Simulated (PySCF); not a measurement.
Compound: C2HBF2S2.
SMILES: `FB1SC=C(F)S1`

The closed-shell ground state was solved at several levels (PySCF, density fitting, gas phase, non-relativistic). Geometry: PBE0-D3(BJ)/def2-SVP; no solvent, vibrations or thermal averaging.

```csv
level,basis functions,HOMO (eV),LUMO (eV),gap (eV),dipole (D)
PBE0/6-31G*,108,-6.84,-0.18,6.66,0.90
B3LYP/def2-TZVP,235,-6.77,-0.71,6.06,1.01
PBE0/cc-pVDZ,111,-6.90,-0.25,6.65,0.92
PBE0/STO-3G,44,-3.55,3.74,7.29,0.15
B3LYP/cc-pVTZ,232,-6.75,-0.65,6.10,0.99
CAM-B3LYP/pcSseg-2,280,-8.31,0.56,8.87,1.00
LDA/pcSseg-2,280,-6.14,-1.71,4.43,1.02
PBE0/pcSseg-0,73,-7.57,-0.70,6.87,1.01
HF/pcSseg-2,280,-9.38,2.80,12.18,1.03
PBE0/cc-pVTZ,232,-6.98,-0.47,6.51,1.02
wB97X-D/pcSseg-2,280,-8.83,1.26,10.09,0.99
```

(1) Estimate the row for PBE0/6-311+G(2d,p), a basis of 211 functions; the other rows only guide the guess.

(2) Over all these levels, which gives the widest orbital gap and which the narrowest?

(3) How much does the basis alone move the frontier levels among the 6 PBE0 rows (the withheld one included)?

(4) How far do the dipole and the HOMO energy spread over the levels?

Answers

(1) HOMO -7.02 eV, LUMO -0.64 eV, gap 6.38 eV, dipole 1.06 D.

(2) HF/pcSseg-2 (Hartree–Fock, all exact exchange) has the widest, 12.18 eV, and LDA/pcSseg-2 (LDA) the narrowest, 4.43 eV. The two share the basis. From the narrowest to the widest the HOMO moves by -3.24 eV and the LUMO by +4.51 eV.

(3) The HOMO by 4.02 eV and the LUMO by 4.44 eV. By rising basis size (HOMO, LUMO in eV): STO-3G -3.55, 3.74; pcSseg-0 -7.57, -0.70; 6-31G* -6.84, -0.18; cc-pVDZ -6.90, -0.25; 6-311+G(2d,p) -7.02, -0.64; cc-pVTZ -6.98, -0.47.

(4) The dipole runs from 0.15 to 1.06 D (mean 0.93 D) and the HOMO from -9.38 to -3.55 eV.
